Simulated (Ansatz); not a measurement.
Ideal-gas functions of GeH4O (`[OH][GeH3]`) at 400 K and 1 bar, from an Ansatz frequency run at PBE0-D4/def2-TZVP.

Molar mass 92.64 g/mol, point group Cs (symmetry number 1), electronic degeneracy 1, moments of inertia 7.181, 50.23, 51.016 u Å². Harmonic wavenumbers (cm⁻¹, unscaled): 171, 614, 631, 706, 868, 871, 888, 945, 2141, 2144, 2196, 3903.

Use S(trans) = R[1.5 ln M + 2.5 ln T − 1.1517]; rotational temperatures θ = 24.2544 K / I; S(rot) = R[ln(√π/σ · √(T³/θAθBθC)) + 1.5]; for each mode x = 1.438777 ν̃/T, S = R[x/(eˣ − 1) − ln(1 − e⁻ˣ)] and H = RT x/(eˣ − 1); 1 cm⁻¹ = 0.0119627 kJ/mol; R = 8.31446 J/(mol·K).

Q: By hand: the entropy, in J/(mol·K).

A: Translation 171.4. Rotation: θ = 3.3776, 0.4829, 0.4754 K, giving 93.0. Vibration, mode by mode: 12.49, 3.23, 3.08, 2.49, 1.57, 1.56, 1.48, 1.26, 0.03, 0.03, 0.03, 0.00, in all 27.3. Electronic 0.0. Sum 291.7 J/(mol·K).

Q: By hand: H − E and G − E in kJ/mol, counted from the electronic energy.

A: Zero-point energy ½ × 16078 × 0.0119627 = 96.2; thermal vibration 6.7; translation, rotation and pV give 4 RT = 13.3. H − E = 116.2 kJ/mol, and G − E = 116.2 − 400 × 291.7/1000 = -0.5 kJ/mol.

Vibration gives 9 % of the entropy.
